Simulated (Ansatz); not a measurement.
A made-up structure of LiSiH₃Te, closed shell:

Li1  (-1.995, 0.358, 0.361)
Si2  (-0.150, -0.592, -0.866)
Te3  (0.411, 0.371, 1.565)
H4  (0.299, -1.983, -0.494)
H5  (1.233, -0.082, 2.970)
H6  (0.373, 1.950, 1.044)
(Å)

It is relaxed with PBE-D4/def2-SVP and then PBE0-D4/def2-TZVP (Ansatz 0.2.0). Atoms count as bonded within 1.22 times the sum of their covalent radii (H–H: 0.88 Å). The end point is not checked to be a true minimum.

(1) Does its bonding change? (A judgement: the text doesn't fix the answer.)

Answers

(1) Computed: Yes. Formed: none; broken: Li1–Te3.

Where it ends: The first stage lowers the energy by 1.65 eV in 12 steps. It ends as LiSiH₃Te ([Li][SiH][TeH2]):
Li1  (-2.004, 0.279, -0.826)
Si2  (0.231, -0.749, -0.573)
Te3  (0.384, 0.094, 1.828)
H4  (-0.576, -1.859, 0.130)
H5  (2.013, 0.499, 2.068)
H6  (0.125, 1.757, 1.954)
(Å)

Labels in which every atom is bracketed show which atoms are joined, not bond orders.

For scale, one of the runs: PBE0-D4/def2-TZVP relaxation, 119 basis functions, launched by `ansatz run in.yaml --threads 2 --pin off --events-out ev --progress --plain --max-ram 4352MiB`. Hardware: 2 CPU threads of an Arm Neoverse V1, shared host. Wall time about 55 s.
